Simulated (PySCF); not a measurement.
Cl$_{4}$Ti, triplet, at a GFN2-xTB geometry (such geometries of metal compounds can be far from the true shape) (the multiplicity is a formal guess), with bond 5-1 at 1.6 times its length; DF-HF/def2-SV(P) run with PySCF.

PySCF was given this input:
```python
from pyscf import gto, scf

mol = gto.Mole()
mol.atom = '''
    Ti    0.000257    0.010432    0.019913
    Cl    1.751671   -0.538335   -1.189234
    Cl    0.629398    0.500350    2.068059
    Cl   -0.974594    1.757651   -0.889601
    Cl   -2.246327   -2.692408    0.135417
'''
mol.basis = 'def2-sv(p)'
mol.charge = 0
mol.spin = 2
mol.verbose = 4
mol.build()

mf = scf.UHF(mol)
mf.DIIS = scf.EDIIS
mf = mf.density_fit(auxbasis='def2-universal-jkfit')
mf.kernel()
mf.analyze()
```

Output, abridged:

```
PySCF version 2.14.0

[INPUT] verbose = 4
[INPUT] num. atoms = 5
[INPUT] num. electrons = 90
[INPUT] charge = 0
[INPUT] spin (= nelec alpha-beta = 2S) = 2
[INPUT] symmetry False subgroup None
[INPUT] Mole.unit = angstrom
[INPUT] Symbol           X                Y                Z      unit          X                Y                Z       unit  Magmom
[...]
nuclear repulsion = 551.307791725145
number of shells = 42
number of NR pGTOs = 210
number of NR cGTOs = 96
basis = def2-sv(p)
ecp = {}

******** <class 'pyscf.df.df_jk.DFUHF'> ********
method = DFUHF
initial guess = minao
damping factor = 0
level_shift factor = 0
DIIS = <class 'pyscf.scf.diis.EDIIS'>
diis_start_cycle = 1
diis_space = 8
diis_damp = 0
SCF conv_tol = 1e-09
SCF conv_tol_grad = None
SCF max_cycles = 50
direct_scf = False
number electrons alpha = 46  beta = 44
Set gradient conv threshold to 3.16228e-05
******** <class 'pyscf.df.df.DF'> ********
auxbasis = def2-universal-jkfit
init E= -2685.40598413515

cycle= 1 E= -2685.38967763637  delta_E= 0.0163  |g|= 0.607  |ddm|=  2.1
cycle= 2 E= -2683.40905683332  delta_E= 1.98  |g|= 2.47  |ddm|= 2.38
cycle= 3 E= -2685.64385979742  delta_E= -2.23  |g|= 0.486  |ddm|= 2.04
cycle= 4 E= -2685.64385979715  delta_E= 2.69e-10  |g|= 0.486  |ddm|= 8.6e-10
cycle= 5 E= -2685.64385978945  delta_E= 7.71e-09  |g|= 0.486  |ddm|= 2.42e-08
cycle= 6 E= -2685.64385970542  delta_E= 8.4e-08  |g|= 0.486  |ddm|= 2.63e-07
cycle= 7 E= -2685.64385978927  delta_E= -8.39e-08  |g|= 0.486  |ddm|= 2.63e-07
cycle= 8 E= -2685.64385979717  delta_E= -7.9e-09  |g|= 0.486  |ddm|= 2.48e-08
cycle= 9 E= -2685.64385979632  delta_E= 8.48e-10  |g|= 0.486  |ddm|= 2.64e-09
cycle= 10 E= -2685.67953104503  delta_E= -0.0357  |g|= 0.491  |ddm|= 0.326
cycle= 11 E= -2685.57644825966  delta_E= 0.103  |g|= 0.736  |ddm|= 1.27
cycle= 12 E= -2685.87788131069  delta_E= -0.301  |g|= 0.103  |ddm|= 0.719
cycle= 13 E= -2685.87788131139  delta_E= -7.08e-10  |g|= 0.103  |ddm|= 9.75e-09
cycle= 14 E= -2685.87788131077  delta_E= 6.21e-10  |g|= 0.103  |ddm|= 8.59e-09
cycle= 15 E= -2685.87788131079  delta_E= -2.09e-11  |g|= 0.103  |ddm|= 2.33e-10
cycle= 16 E= -2685.87788131078  delta_E= 1.64e-11  |g|= 0.103  |ddm|= 1.14e-10
cycle= 17 E= -2685.87788131024  delta_E= 5.42e-10  |g|= 0.103  |ddm|= 7.55e-09
cycle= 18 E= -2685.87788131074  delta_E= -5.05e-10  |g|= 0.103  |ddm|= 7.01e-09
cycle= 19 E= -2685.87941110161  delta_E= -0.00153  |g|= 0.141  |ddm|= 0.16
[...]
SCF not converged.
Total Energy =                       -2685.896930130114924
[...]
spin_pop of  2 Cl 3px      -0.00303
spin_pop of  2 Cl 3py      -0.00095
spin_pop of  2 Cl 3pz      -0.01733
spin_pop of  2 Cl 4px       0.00019
spin_pop of  2 Cl 4py       0.00024
spin_pop of  2 Cl 4pz       0.00011
spin_pop of  2 Cl 3dxy      0.00001
spin_pop of  2 Cl 3dyz     -0.00012
spin_pop of  2 Cl 3dz^2     0.00019
spin_pop of  2 Cl 3dxz     -0.00007
spin_pop of  2 Cl 3dx2-y2    0.00001
spin_pop of  3 Cl 1s        0.00000
spin_pop of  3 Cl 2s        0.00000
spin_pop of  3 Cl 3s       -0.00038
spin_pop of  3 Cl 4s        0.00011
spin_pop of  3 Cl 2px      -0.00000
spin_pop of  3 Cl 2py      -0.00000
spin_pop of  3 Cl 2pz      -0.00000
spin_pop of  3 Cl 3px      -0.00688
spin_pop of  3 Cl 3py      -0.00636
spin_pop of  3 Cl 3pz      -0.00920
spin_pop of  3 Cl 4px       0.00016
spin_pop of  3 Cl 4py       0.00031
spin_pop of  3 Cl 4pz       0.00007
spin_pop of  3 Cl 3dxy      0.00014
spin_pop of  3 Cl 3dyz      0.00002
spin_pop of  3 Cl 3dz^2     0.00002
spin_pop of  3 Cl 3dxz      0.00003
spin_pop of  3 Cl 3dx2-y2   -0.00018
spin_pop of  4 Cl 1s       -0.00000
spin_pop of  4 Cl 2s       -0.00000
spin_pop of  4 Cl 3s        0.00170
spin_pop of  4 Cl 4s       -0.00008
spin_pop of  4 Cl 2px       0.00000
spin_pop of  4 Cl 2py       0.00000
spin_pop of  4 Cl 2pz       0.00002
spin_pop of  4 Cl 3px       0.00444
spin_pop of  4 Cl 3py       0.01020
spin_pop of  4 Cl 3pz       0.99105
spin_pop of  4 Cl 4px       0.00008
spin_pop of  4 Cl 4py       0.00007
spin_pop of  4 Cl 4pz       0.00063
spin_pop of  4 Cl 3dxy      0.00001
spin_pop of  4 Cl 3dyz      0.00002
spin_pop of  4 Cl 3dz^2    -0.00040
spin_pop of  4 Cl 3dxz      0.00001
spin_pop of  4 Cl 3dx2-y2    0.00001
 ** Mulliken Spin Density (per atom)  **
spin density of  0 Ti =      1.05716
spin density of  1 Cl =     -0.02178
spin density of  2 Cl =     -0.02100
spin density of  3 Cl =     -0.02213
spin density of  4 Cl =      1.00776
 ** Mulliken pop alpha/beta on meta-lowdin orthogonal AOs **
 ** Mulliken pop       alpha | beta **
In total            46.00000 | 44.00000
 ** Mulliken atomic charges   ( Nelec_alpha | Nelec_beta ) **
charge of  0Ti =      1.45513  (    10.80101      9.74385 )
charge of  1Cl =     -0.49569  (     8.73696      8.75874 )
charge of  2Cl =     -0.49701  (     8.73800      8.75901 )
charge of  3Cl =     -0.49507  (     8.73647      8.75860 )
charge of  4Cl =      0.03264  (     8.98756      7.97980 )
Dipole moment(X, Y, Z, Debye): -3.36785, -4.03958,  0.15913
```

The run did not converge; its last values are not results.
